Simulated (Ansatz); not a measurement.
`FC[SiH2][AlH][Cl]`. The species carries charge 0 and has multiplicity 1. All single points use the PBE0-D4/def2-TZVP geometry. It is one conformer, not always the lowest.

```xyz
10

F    -0.016   -0.672    1.278
C    -1.117   -0.556    0.286
Si   -0.241    0.295   -1.205
Al    1.556    0.296    0.452
Cl    1.686    2.057    1.618
H    -1.453   -1.583    0.155
H    -1.874    0.028    0.806
H    -0.279   -0.644   -2.358
H    -1.006    1.519   -1.564
H     2.743   -0.740    0.533
```

What is the dipole moment at PBE/def2-TZVPP? (An estimate is asked.)

The calculation gave: 3.32 D, with components (-2.60, -1.73, -1.12) D in this frame, pointing from negative to positive charge.

And with r2SCAN, B3LYP, ωB97M-V? (Estimate.)

Ansatz gave: r2SCAN 3.46 D, B3LYP 3.47 D, ωB97M-V 3.45 D.

Give the Mulliken charges with PBE, B3LYP, ωB97M-V in def2-TZVPP. (Best estimate.)

Ansatz gave: 
```json
{"atom": "F1", "PBE": "-0.13", "B3LYP": "-0.19", "ωB97M-V": "-0.16"}
{"atom": "C2", "PBE": "-0.08", "B3LYP": "-0.10", "ωB97M-V": "-0.13"}
{"atom": "Si3", "PBE": "-0.01", "B3LYP": "0.06", "ωB97M-V": "-0.03"}
{"atom": "Al4", "PBE": "0.44", "B3LYP": "0.50", "ωB97M-V": "0.43"}
{"atom": "Cl5", "PBE": "-0.26", "B3LYP": "-0.29", "ωB97M-V": "-0.26"}
{"atom": "H6", "PBE": "0.13", "B3LYP": "0.14", "ωB97M-V": "0.15"}
{"atom": "H7", "PBE": "0.13", "B3LYP": "0.14", "ωB97M-V": "0.15"}
{"atom": "H8", "PBE": "-0.04", "B3LYP": "-0.06", "ωB97M-V": "-0.01"}
{"atom": "H9", "PBE": "-0.04", "B3LYP": "-0.05", "ωB97M-V": "-0.01"}
{"atom": "H10", "PBE": "-0.13", "B3LYP": "-0.15", "ωB97M-V": "-0.13"}
```

B3LYP here is the variant with VWN-RPA as its local correlation; programs differ in this.
